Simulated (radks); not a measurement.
Spin polarisation of the 4s1 shell in neutral potassium. Start: [Ar] 4s(up 0.5, down 0.5); electrons of 4s are moved from spin down to spin up, other shells keep equal spins. All-electron calculation, scalar-relativistic Kohn-Sham, PBE, spin-polarised, spherical densities, point nucleus. Program: a radial shooting solver on a logarithmic mesh with Libxc functionals.

moment (Bohr magnetons),E - E(0) (eV),e(4s up) (eV),e(4s down) (eV),3p down minus up (eV),3s down minus up (eV)
0,0.000,-2.319,-2.319,0.000,0.000
0.25,-0.009,-2.389,-2.242,0.020,0.014
0.5,-0.037,-2.450,-2.158,0.041,0.028
0.75,-0.082,-2.502,-2.067,0.062,0.042

At moment 0.75 the spin-polarisation energy is -0.082 eV and the 4s exchange splitting 0.435 eV, that is 0.580 eV per Bohr magneton; E = -I m^2/4 would give I = 0.584 eV.
